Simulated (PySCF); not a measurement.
Molfile (atoms numbered from 1):
```
C5H6F2
     RDKit          3D

 13 12  0  0  0  0  0  0  0  0999 V2000
    1.9873   -0.6549   -1.2297 C   0  0  0  0  0  0  0  0  0  0  0  0
    0.9274   -0.3156   -0.5730 C   0  0  0  0  0  0  0  0  0  0  0  0
   -0.1398    0.0148    0.0952 C   0  0  0  0  0  0  0  0  0  0  0  0
   -0.9513   -0.9380    0.9250 C   0  0  0  0  0  0  0  0  0  0  0  0
   -0.6386    1.4366    0.0618 C   0  0  0  0  0  0  0  0  0  0  0  0
   -1.9118    1.4970   -0.4133 F   0  0  0  0  0  0  0  0  0  0  0  0
   -0.6915    1.9676    1.3129 F   0  0  0  0  0  0  0  0  0  0  0  0
    2.9688   -0.6060   -0.7857 H   0  0  0  0  0  0  0  0  0  0  0  0
    1.9368   -1.0021   -2.2494 H   0  0  0  0  0  0  0  0  0  0  0  0
   -0.9804   -0.5921    1.9578 H   0  0  0  0  0  0  0  0  0  0  0  0
   -1.9734   -0.9717    0.5492 H   0  0  0  0  0  0  0  0  0  0  0  0
   -0.5215   -1.9345    0.8902 H   0  0  0  0  0  0  0  0  0  0  0  0
   -0.0164    2.0994   -0.5587 H   0  0  0  0  0  0  0  0  0  0  0  0
  1  2  2  0
  2  3  2  0
  3  4  1  0
  3  5  1  0
  5  6  1  0
  5  7  1  0
  1  8  1  0
  1  9  1  0
  4 10  1  0
  4 11  1  0
  4 12  1  0
  5 13  1  0
M  END
```

Geometry: GFN2-xTB; GIAO shifts from PySCF, gas phase, non-relativistic, averaged over equivalent atoms.

At PBE0/pcSseg-1 (149 basis functions, 20 s wall time on 1 thread of an Intel Xeon Platinum 8488C, shared host):
```tsv
atoms	δ (ppm)
C2	220.5
C5	123.3
C3	103.3
C1	81.2
C4	13.3
F6/F7	-132.2
H13	6.52
H8/H9	5.18
H10/H11/H12	2.03
```

Shifts are taken against calculated references (same method and geometry level): TMS for 13C (σref 186.93), 1H (σref 31.72); 19F (σref 170.95) vs CFCl3.

**Question.** What do these become at HCTH407/pcSseg-1?

**Answer.** 
| atoms | δ at HCTH407/pcSseg-1 | change |
| --- | --- | --- |
| C2 | 211.0 | -9.5 |
| C5 | 124.8 | +1.5 |
| C3 | 100.3 | -3.0 |
| C1 | 76.2 | -5.0 |
| C4 | 14.1 | +0.8 |
| F6/F7 | -138.9 | -6.7 |
| H13 | 6.69 | +0.17 |
| H8/H9 | 5.04 | -0.14 |
| H10/H11/H12 | 2.01 | -0.02 |

δ = σ(ref) − σ, references computed at the same level: 13C (183.64 ppm) and 1H (31.67 ppm) against TMS; 19F (149.24 ppm) against CFCl3.

The largest change is at C2 (central carbon of an allene). Cost: 149 basis functions, 23 s wall time on 1 thread of an Intel Xeon Platinum 8488C, shared host. The order of the carbon signals is the same at both levels.

Unscaled 19F shifts against computed CFCl3 carry errors that often reach 10 to 50 ppm.
